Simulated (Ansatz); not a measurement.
**Strength of the C–C bond: C8H18 → 2 C4H9**

Species: C8H18 `CCC(C)C(C)CC`, singlet; C4H9 (2-butyl radical) `C[CH]CC`, doublet. 

Shapes, held fixed at every level: PBE0-D4/def2-TZVP. Flexible molecules stand in one conformer, not always the lowest. Programs: Ansatz 0.2.0. Electronic energies: no zero-point or thermal term.

```json
{"level": "HF/def2-TZVPP", "kind": "Hartree–Fock", "ΔE (kJ/mol)": "+209.0", "less CCSD(T)/CBS estimate": "-166.7"}
{"level": "PBE-D4/def2-TZVPP", "kind": "GGA", "ΔE (kJ/mol)": "+342.6", "less CCSD(T)/CBS estimate": "-33.1"}
{"level": "r2SCAN-D4/def2-TZVPP", "kind": "meta-GGA", "ΔE (kJ/mol)": "+319.0", "less CCSD(T)/CBS estimate": "-56.7"}
{"level": "wB97X-V/def2-TZVPP", "kind": "range-separated hybrid", "ΔE (kJ/mol)": "+363.6", "less CCSD(T)/CBS estimate": "-12.1"}
{"level": "B2PLYP/def2-TZVPP", "kind": "double hybrid", "ΔE (kJ/mol)": "+333.2", "less CCSD(T)/CBS estimate": "-42.5"}
{"level": "MP2/def2-TZVPP", "kind": "perturbation theory", "ΔE (kJ/mol)": "+398.5", "less CCSD(T)/CBS estimate": "+22.8"}
{"level": "CCSD/def2-TZVPP", "kind": "coupled cluster or CI", "ΔE (kJ/mol)": "+353.0", "less CCSD(T)/CBS estimate": "-22.7"}
{"level": "CCSD(T)/CBS estimate", "kind": "coupled cluster or CI", "ΔE (kJ/mol)": "+375.7", "less CCSD(T)/CBS estimate": "0.0"}
```

The highest level, CCSD(T)/CBS estimate, gives ΔE = +375.7 kJ/mol; the levels span +209.0 to +398.5. The column of differences is taken from that level and isn't an error. Hartree–Fock misses the correlation of the pair that is broken and comes out low. No measured value is set beside it here. Open shells run unrestricted unless RO is named. The CBS estimate extrapolates MP2 from def2-TZVPP and def2-QZVPP and adds CCSD(T) − MP2 in the triple-zeta set, cores frozen.
